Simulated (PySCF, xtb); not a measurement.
Mo(O)2(OH)(NH2) (H3MoNO3), SMILES [O]=[Mo]([OH])([NH2])=[O], multiplicity 1.

GFN2-xTB run with xtb at its own geometry gives an orbital gap of 4.60 eV and a dipole moment of 6.53 D.

Geometry: B3LYP-D3(BJ)/def2-SVP. The geometry has at least one imaginary mode, so it is a saddle point at that level. The multiplicity is an assumed one; other spin states were not compared. The def2 effective core potentials stand for the cores of Mo; spin–orbit coupling is left out. The values are those of a single conformer.

Question: What does PBE/def2-TZVP (PySCF) give? (Estimate from the structure and the level; the computed values follow.)

Answer: gap 4.30 eV (levels -7.05 and -2.75 eV), dipole 2.58 D.
